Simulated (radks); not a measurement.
Results of a calculation; reference values are marked as such.
Neutral iridium, 77 electrons, occupied as [Xe] 4f14 5d7 6s2.

Level of theory: scalar-relativistic Kohn-Sham, Slater X-alpha with alpha = 0.941, spin-polarised, spherical densities, point nucleus; open shells are filled with parallel spins first (spin-orbit coupling, left out, can overturn this in heavy ions) (a radial shooting solver on a logarithmic mesh with Libxc functionals).

Energy parts (hartree):
| part | energy |
|---|---|
| total | -17945.7898 |
| kinetic | 19957.5499 |
| electron-nucleus | -44451.0605 |
| Hartree | 7014.4311 |
| exchange | -466.7102 |

Orbitals (lengths in bohr, moments of r in powers of bohr; r(max) is where P^2 peaks):
orbital  occ.  eigenvalue (hartree)      <r^2>   <1/r>   r(max)
1s up       1             -2807.651  0.0004184   92.33  0.01081
1s down     1             -2807.651  0.0004184   92.33  0.01081
2s up       1             -492.9904   0.006387   21.65  0.06217
2s down     1             -492.9805   0.006387   21.65  0.06217
2p up       3             -428.8908   0.005332   19.41  0.05124
2p down     3             -428.8825   0.005332   19.41  0.05124
3s up       1             -115.8162    0.04119   8.036   0.1751
3s down     1             -115.8118    0.04119   8.037   0.1751
3p up       3             -97.03418    0.04207   7.371   0.1738
3p down     3             -97.02947    0.04207   7.371   0.1738
3d up       5             -76.36539    0.03477   6.954   0.1413
3d down     5             -76.35821    0.03477   6.954   0.1414
4s up       1             -24.95769     0.2002   3.439   0.3954
4s down     1             -24.94772     0.2001   3.439   0.3955
4p up       3             -18.77193     0.2278   3.116   0.4152
4p down     3             -18.76169     0.2277   3.116   0.4152
4d up       5             -11.16305     0.2598   2.792   0.4231
4d down     5             -11.15044     0.2594   2.793   0.4231
4f up       7              -2.66071     0.3358   2.355   0.3900
4f down     7              -2.64109     0.3318   2.362   0.3898
5s up       1              -3.82691      1.053   1.392   0.8834
5s down     1              -3.74193      1.042   1.402   0.8799
5p up       3              -2.21222      1.416   1.182   0.9929
5p down     3              -2.10855      1.401   1.191   0.9874
5d up       5              -0.40822      3.062  0.8145    1.269
5d down     2              -0.29585      3.330  0.7998    1.263
6s up       1              -0.30400      8.142  0.4758    2.280
6s down     1              -0.24506      9.404  0.4423    2.379

The highest occupied level is 6s down at -6.668 eV. The density falls to 0.001 e/bohr^3 at r = 4.36 bohr. For comparison, the ionisation energy in NIST's Atomic Spectra Database is 8.967 eV (measured). In exact Kohn-Sham theory the highest level is minus the ionisation energy, but local and semilocal functionals leave it too shallow, through self-interaction and a potential that decays too fast; potentials with the right tail come closer.
